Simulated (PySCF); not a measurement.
## Electron correlation in In (indium, neutral)

[Kr] 4d10 5s1 5p2, high-spin 4P determinant (an excited configuration). Calculation: PySCF 2.14, in dyall-av2z (22s16p12d, 130 functions); the non-relativistic Hamiltonian (point nucleus). Frozen: [Kr] 4d10; 3 electrons correlated; the 62 highest virtual orbitals of each spin left out.

```json
{"level": "CCSD", "correlation energy (mhartree)": "-9.65"}
{"level": "(T)", "correlation energy (mhartree)": "-0.04"}
{"level": "CCSD(T)", "correlation energy (mhartree)": "-9.69"}
```

Diagnostics: T1 = 0.0041, D1 = 0.0073, largest double amplitude 0.045.

A non-relativistic calculation at this Z misses sizeable relativistic shifts.

Cost of the coupled-cluster step: of the order of 8 core-seconds, for 3 correlated electrons.

Iterations:

```
CC2 = 0
CCSD nocc = (np.int64(3), np.int64(0)), nmo = (45, 45)
frozen orbitals [[0, 1, 2, 3, 4, 5, 6, 7, 8, 9, 10, 11, 12, 13, 14, 15, 16, 17, 18, 19, 20, 21, 22, 68, 69, 70, 71, 72, 73, 74, 75, 76, 77, 78, 79, 80, 81, 82, 83, 84, 85, 86, 87, 88, 89, 90, 91, 92, 93, 94, 95, 96, 97, 98, 99, 100, 101, 102, 103, 104, 105, 106, 107, 108, 109, 110, 111, 112, 113, 114, 115, 116, 117, 118, 119, 120, 121, 122, 123, 124, 125, 126, 127, 128, 129], [0, 1, 2, 3, 4, 5, 6, 7, 8, 9, 10, 11, 12, 13, 14, 15, 16, 17, 18, 19, 20, 21, 22, 68, 69, 70, 71, 72, 73, 74, 75, 76, 77, 78, 79, 80, 81, 82, 83, 84, 85, 86, 87, 88, 89, 90, 91, 92, 93, 94, 95, 96, 97, 98, 99, 100, 101, 102, 103, 104, 105, 106, 107, 108, 109, 110, 111, 112, 113, 114, 115, 116, 117, 118, 119, 120, 121, 122, 123, 124, 125, 126, 127, 128, 129]]
max_cycle = 100
direct = 0
conv_tol = 1e-08
conv_tol_normt = 1e-06
diis_space = 8
diis_start_cycle = 0
Init t2, MP2 energy = -0.00616090002377131
Init E_corr(UCCSD) = -0.00616090002545579
cycle = 1  E_corr(UCCSD) = -0.0083191396780998  dE = -0.00215823965  norm(t1,t2) = 0.028064
cycle = 2  E_corr(UCCSD) = -0.0091229094351025  dE = -0.000803769757  norm(t1,t2) = 0.0114953
cycle = 3  E_corr(UCCSD) = -0.00965737738688252  dE = -0.000534467952  norm(t1,t2) = 0.0049499
cycle = 4  E_corr(UCCSD) = -0.00964912377164961  dE = 8.25361523e-06  norm(t1,t2) = 0.000582331
cycle = 5  E_corr(UCCSD) = -0.00965090148658868  dE = -1.77771494e-06  norm(t1,t2) = 5.70219e-05
cycle = 6  E_corr(UCCSD) = -0.00965044252908783  dE = 4.58957501e-07  norm(t1,t2) = 7.40408e-06
cycle = 7  E_corr(UCCSD) = -0.00965060760848591  dE = -1.65079398e-07  norm(t1,t2) = 1.5172e-06
cycle = 8  E_corr(UCCSD) = -0.00965057065228451  dE = 3.69562014e-08  norm(t1,t2) = 3.0824e-07
cycle = 9  E_corr(UCCSD) = -0.0096505753539961  dE = -4.70171159e-09  norm(t1,t2) = 8.54166e-08
UCCSD converged
E(UCCSD) = -5740.087810728302  E_corr = -0.0096505753539961
UCCSD(T) correction = -4.150780904279e-05
```
